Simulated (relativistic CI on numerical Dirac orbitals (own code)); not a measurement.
# Spin-allowed bands of a d3 ion in an octahedral site, by hand

Problem. A d3 ion in an octahedral site has a 4A2 ground term and spin-allowed bands at ν1 = 22100 and ν2 = 31059 cm⁻¹ (from a computed ligand-field model). Find Δ and the Racah parameter B, and predict the third band.

Working.
1. The F term splits into A2 (−1.2Δ), T2 (−0.2Δ) and T1 (+0.6Δ), so ν1 = E(T2) − E(A2) = Δ = 22100 cm⁻¹.
2. T1(F) mixes with T1(P), which lies at 15B, through an element 0.4Δ. The two roots, counted from A2, are ν2,3 = ½(15B + 3Δ) ∓ ½√[(15B − Δ)² + 12BΔ].
3. Solving the lower root for B gives B = (2ν1² + ν2² − 3ν1ν2)/(15ν2 − 27ν1) = -117730219/-130815 = 900 cm⁻¹.
4. The sum of the roots is 15B + 3Δ, so ν3 = 15B + 3ν1 − ν2 = 48741 cm⁻¹ (205 nm).

Check. The bands were computed by exact diagonalisation of the d3 shell with B = 900 and Δ = 22100 cm⁻¹, which gives ν3 = 48741 cm⁻¹. C does not enter the terms of highest spin.
